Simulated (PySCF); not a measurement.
C₃H₇N, SMILES `C=CNC` (C–C–N–C torsion 151°), neutral singlet in the gas phase. 

Z-matrix (Å, degrees):
```
N
H 1 1.0094
C 1 1.3816 2 114.14
C 3 1.3359 1 126.87 2 -10.79
H 4 1.0791 3 120.36 1 -174.87
H 4 1.0834 5 117.58 3 -178.40
H 3 1.0860 4 119.93 5 2.10
C 1 1.4511 2 114.22 3 142.10
H 8 1.0901 1 109.57 2 51.01
H 8 1.0912 9 107.73 1 -118.75
H 8 1.0983 9 108.52 10 -116.68
```
Charge 0, multiplicity 1.

All levels are single points at this geometry (B3LYP-D3(BJ)/def2-TZVP); Pople sets use spherical d functions. Orbital energies aren't observables, and empty levels follow the basis.

| level | HOMO (eV) | LUMO (eV) | gap (eV) | dipole (D) | vertical IE, Delta-SCF (eV) |
|---|---|---|---|---|---|
| TPSSh-D3(BJ)/def2-TZVP in PySCF | -5.09 | 0.55 | 5.65 | 1.59 | 7.77 |
| B3LYP/6-311+G** in PySCF | -5.60 | 0.10 | 5.70 | 1.61 | – |
| B3LYP/6-31G* in PySCF | -5.16 | 1.43 | 6.60 | 1.52 | 7.67 |
| SVWN5/6-31G* in PySCF | -4.30 | 0.45 | 4.76 | 1.61 | 7.79 |
| HF/3-21G in PySCF | -8.11 | 5.79 | 13.90 | 1.61 | – |
| HF/STO-3G in PySCF | -6.47 | 9.37 | 15.84 | 1.31 | – |
